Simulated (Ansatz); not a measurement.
C6H16Cl2HfN2, SMILES `CC(C)[NH][Hf]([Cl])([Cl])[NH]C(C)C` at its PBE0-D4/def2-TZVP geometry, where that method's forces vanish. The species carries charge 0 and has multiplicity 1. Hf: def2 effective core potential.

```xyz
27

C    -1.9777    0.1067   -1.1782
C    -1.8421    1.5534   -0.7452
C    -2.5252    1.7937    0.5940
N    -0.4431    1.9528   -0.6999
Hf    1.4124    1.2042   -0.9165
Cl    2.7762    2.3087    0.6805
Cl    2.1419    1.5702   -3.1365
N     1.3391   -0.7951   -0.7187
C     1.0975   -1.6826    0.4082
C     0.8974   -0.8644    1.6716
C     2.2287   -2.6851    0.5753
H    -1.5093   -0.5636   -0.4534
H    -1.5052   -0.0605   -2.1490
H    -3.0319   -0.1652   -1.2618
H    -2.3511    2.1722   -1.4986
H    -2.4330    2.8385    0.9012
H    -2.0698    1.1736    1.3709
H    -3.5898    1.5518    0.5395
H    -0.3899    2.9478   -0.4851
H     1.5121   -1.3267   -1.5669
H     0.1699   -2.2452    0.2205
H     0.0850   -0.1404    1.5526
H     0.6442   -1.5088    2.5154
H     1.8102   -0.3185    1.9284
H     3.1665   -2.1651    0.7873
H     2.3664   -3.2773   -0.3330
H     2.0205   -3.3749    1.3972
```

Q: What forces (eV/Å) does ωB97M-V/def2-TZVPP give on these atoms in Ansatz 0.2.0? (Estimate.)

A: The calculation gave: 
```
C1  -0.024 -0.162 -0.052
C2  -0.255  0.125 -0.157
C3  -0.089  0.025  0.144
N4   0.158  0.093  0.055
Hf5 -0.024 -0.006 -0.003
Cl6  0.066  0.052  0.068
Cl7  0.048  0.006 -0.101
N8   0.070  0.078 -0.182
C9  -0.215 -0.235  0.048
C10 -0.010  0.085  0.148
C11  0.122 -0.121  0.032
H12 -0.011  0.033 -0.014
H13 -0.020  0.010  0.050
H14  0.068  0.015  0.008
H15  0.034 -0.060  0.066
H16  0.001 -0.067 -0.023
H17 -0.017  0.027 -0.046
H18  0.074  0.013  0.003
H19 -0.011 -0.001  0.011
H20  0.007 -0.008  0.006
H21  0.075  0.042  0.024
H22  0.028 -0.028 -0.003
H23  0.016  0.044 -0.050
H24 -0.036 -0.033 -0.019
H25 -0.057 -0.021 -0.012
H26 -0.011  0.046  0.056
H27  0.015  0.050 -0.054
```
